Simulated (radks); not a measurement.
Values are calculated unless marked as measured or tabulated.
The tellurium ion Te2+, 50 electrons, occupied as [Kr] 4d10 5s2 5p2. Code: a radial shooting solver on a logarithmic mesh with Libxc functionals. Model: non-relativistic Kohn-Sham, r2SCAN, spin-polarised, spherical densities, point nucleus; open shells are filled with parallel spins first (spin-orbit coupling, left out, can overturn this in heavy ions); meta-GGA in the generalised Kohn-Sham scheme; relativity is left out, which matters for an element this heavy.

Local quantities along the radius. ELF = 1/(1 + alpha^2) is the electron localisation function; alpha = (tau - tau_W)/tau_unif compares the Pauli kinetic energy density with that of the uniform gas (summed over spins).

r (bohr)    ELF    alpha
0.001115  1.000  0.02002
0.001476  1.000  0.02105
0.001968  0.999  0.02255
0.002604  0.999  0.02465
0.003473  0.999  0.02785
0.004632  0.999  0.03278
0.006129  0.998  0.04049
0.008175  0.997  0.05405
0.01082   0.994  0.07845
0.01443   0.983   0.1298
0.01909   0.944   0.2427
0.02546   0.785   0.5230
0.03368   0.463    1.077
0.04493   0.315    1.476
0.05992   0.488    1.024
0.07928   0.715   0.6312
0.1057    0.701   0.6532
0.1399    0.418    1.181
0.1866    0.379    1.280
0.2469    0.686   0.6769
0.3293    0.738   0.5956
0.4357    0.293    1.554
0.5812    0.336    1.406
0.7751    0.769   0.5486
1.026     0.678   0.6892
1.368     0.311    1.490
1.81      0.346    1.374
2.414     0.731   0.6059
3.194     0.689   0.6721
4.26      0.209    1.948
5.637     0.008    11.24
7.518     0.000    148.4

On this mesh the ELF has minima near r = 0.045, 0.16, 0.50, 1.6 bohr, which separate the shells, and maxima near 0.092 (0.74), 0.29 (0.76), 0.78 (0.77), 2.8 (0.76).
